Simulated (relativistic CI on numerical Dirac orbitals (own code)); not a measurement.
# Hg4+ (5d8) in a crystal field

Calculated by Dirac-Coulomb-Breit CI, KLI orbitals optimised for each configuration, QED by a radiative potential, valence Slater integrals scaled by 0.9, one configuration in a parametric crystal field (own radial code). With so little scaling, terms lie 10 to 35 % too far apart, which can change the order of excited levels.

Field parameters in Wybourne normalisation: D3d B²₀ = −7Dσ, B⁴₀ = −14Dq − 21Dτ, B⁴₃ = −14√(10/7) Dq; D4h B²₀ = −7Ds, B⁴₀ = 21(Dq − Dt), B⁴₄ = 21√(5/14) Dq; Oh B⁴₀ = 21Dq, B⁴₄ = √(5/14) B⁴₀; Td as Oh with Dq negative (B⁴₀ = 21Dq, B⁴₄ = √(5/14) B⁴₀). The field is a parameter set, without covalency.

S and J are read from ⟨S²⟩ = S(S + 1) and ⟨J²⟩ = J(J + 1) of each level; they are not fictitious spins.

Oh, 10Dq = 19250 cm⁻¹, the lowest 10 levels:

```
E (cm⁻¹)  Degeneracy  Irrep     S     J
     0.0           3     T2  0.99  3.74
   10988           2      E  0.53  3.07
   17656           3     T1  0.96  3.82
   18342           2      E  0.87  3.43
   19898           1     A1  0.70  3.46
   22545           3     T2  0.87  2.70
   26827           1     A2  1.00  3.00
   32318           3     T1  0.98  2.80
   32829           3     T2  0.86  2.32
   35499           1     A1  0.59  3.76
```

Td, 10Dq = -15300 cm⁻¹, the lowest 16 levels:

| E (cm⁻¹) | Degeneracy | Irrep | S | J |
| --- | --- | --- | --- | --- |
| 0.0 | 1 | A1 | 0.98 | 3.92 |
| 2911 | 3 | T1 | 0.98 | 3.86 |
| 5640 | 2 | E | 0.94 | 3.76 |
| 9622 | 3 | T2 | 0.93 | 3.02 |
| 13661 | 3 | T2 | 0.65 | 3.18 |
| 18719 | 2 | E | 0.51 | 2.59 |
| 24094 | 3 | T1 | 0.99 | 3.10 |
| 27243 | 1 | A2 | 1.00 | 3.00 |
| 27414 | 2 | E | 0.99 | 2.32 |
| 29066 | 3 | T2 | 0.88 | 2.95 |
| 31605 | 1 | A1 | 0.66 | 1.79 |
| 34810 | 3 | T2 | 0.55 | 3.43 |
| 37915 | 2 | E | 0.67 | 3.03 |
| 38490 | 3 | T2 | 0.78 | 2.53 |
| 38898 | 3 | T1 | 0.98 | 1.27 |
| 43580 | 3 | T1 | 0.11 | 3.96 |

D3d, 10Dq = 43750, Dσ = -330, Dτ = 140 cm⁻¹, the lowest 16 levels:

| E (cm⁻¹) | Degeneracy | Irrep | S | J |
| --- | --- | --- | --- | --- |
| 0.0 | 1 | A1 | 0.99 | 3.54 |
| 11.9 | 2 | E | 0.99 | 3.53 |
| 13681 | 2 | E | 0.14 | 2.89 |
| 26447 | 1 | A1 | 0.17 | 3.22 |
| 41747 | 2 | E | 0.98 | 3.71 |
| 42160 | 2 | E | 0.97 | 3.66 |
| 42381 | 1 | A2 | 0.97 | 3.65 |
| 45673 | 2 | E | 0.93 | 2.95 |
| 45885 | 1 | A1 | 0.93 | 2.94 |
| 49852 | 1 | A2 | 1.00 | 3.00 |
| 55832 | 1 | A1 | 0.92 | 2.23 |
| 55894 | 2 | E | 0.91 | 2.22 |
| 57581 | 2 | E | 0.97 | 2.36 |
| 57832 | 1 | A2 | 0.97 | 2.34 |
| 58825 | 1 | A1 | 0.92 | 2.92 |
| 59013 | 2 | E | 0.94 | 2.24 |

D4h, 10Dq = 14400, Ds = 2540, Dt = -110 cm⁻¹, the lowest 16 levels:

```csv
E (cm⁻¹),Degeneracy,Irrep,S,J
0.0,2,E,0.98,3.81
166,1,B2,0.98,3.77
5866,1,A1,0.52,2.86
9024,1,B1,0.70,3.32
10119,1,A1,0.97,3.64
10982,1,A2,0.92,3.89
12694,2,E,0.95,3.46
17399,2,E,0.91,2.94
17675,1,B1,0.78,3.21
19740,1,A1,0.81,3.55
22100,1,B2,0.86,2.62
23187,2,E,0.99,2.50
23730,1,B1,0.94,3.04
27702,1,A1,0.56,3.35
27838,1,B2,0.69,2.53
28861,1,A2,0.56,3.59
```

Td, 10Dq = -10100 cm⁻¹, the lowest 10 levels:

```tsv
E (cm⁻¹)	Degeneracy	Irrep	S	J
0.0	1	A1	0.98	3.95
2219	3	T1	0.98	3.93
4162	2	E	0.95	3.88
8372	3	T2	0.96	3.66
11339	3	T2	0.66	2.52
16218	2	E	0.58	2.33
20188	3	T1	1.00	3.05
22578	1	A2	1.00	3.00
23634	3	T2	0.90	2.92
24994	2	E	0.99	2.14
```

The free-ion ground term has S = 1. Every field shown keeps that spin.

Levels of this model without a field, named by their leading LS term: ³F4 0, ¹D2 9090, ³F3 14226, ³P2 22497, ³P0 23401, ³P1 27790, ¹G4 30698, ¹D2 36621 cm⁻¹.
